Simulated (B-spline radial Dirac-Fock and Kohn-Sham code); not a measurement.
## Elastic and transport cross sections of technetium for electrons

Level of theory: relativistic (Dirac) partial waves in the static field of the Dirac-Fock atom with Furness-McCarthy exchange, without polarisation or absorption potentials; an atomic code on a B-spline grid. Below a few hundred eV the neglected polarisation potential matters, most of all at small angles. σ_tr1 and σ_tr2 weight the cross section with 1 − P₁ and 1 − P₂ of cos θ; "backward" is the share scattered beyond 90°.

| energy (eV) | σ (a₀²) | σ_tr1 (a₀²) | σ_tr2 (a₀²) | σ/σ_tr1 | backward (%) |
| --- | --- | --- | --- | --- | --- |
| 269 | 19.1 | 5.90 | 6.15 | 3.24 | 15 |
| 300 | 18.0 | 5.49 | 5.48 | 3.28 | 15 |
| 323 | ? | ? | ? | ? | ? |
| 336 | 16.9 | 5.06 | 4.86 | 3.35 | 14 |
| 407 | 15.3 | 4.35 | 3.98 | 3.52 | 13 |
| 427 | 14.9 | 4.18 | 3.79 | 3.58 | 13 |
| 469 | 14.2 | 3.85 | 3.45 | 3.70 | 12 |
| 500 | 13.8 | 3.63 | 3.23 | 3.80 | 12 |
| 526 | 13.4 | 3.46 | 3.08 | 3.88 | 12 |
| 557 | 13.0 | 3.27 | 2.91 | 3.99 | 11 |
| 565 | 13.0 | 3.23 | 2.87 | 4.01 | 11 |
| 579 | 12.8 | 3.15 | 2.80 | 4.06 | 11 |
| 746 | 11.3 | 2.42 | 2.22 | 4.65 | 8.9 |
| 804 | 10.8 | 2.23 | 2.08 | 4.86 | 8.4 |
| 814 | 10.8 | 2.20 | 2.05 | 4.90 | 8.3 |
| 1000 | 9.70 | 1.74 | 1.72 | 5.57 | 7.0 |

Problem. Fill in the row for 323 eV.

Solution. σ = 17.3 a₀², σ_tr1 = 5.21 a₀², σ_tr2 = 5.07 a₀², σ/σ_tr1 = 3.32, backward 14 %. The ratio σ/σ_tr1 is roughly the number of elastic collisions that randomise the direction.

Values without a named source are computed, but for edge energies of neutral atoms, which are taken from tables.
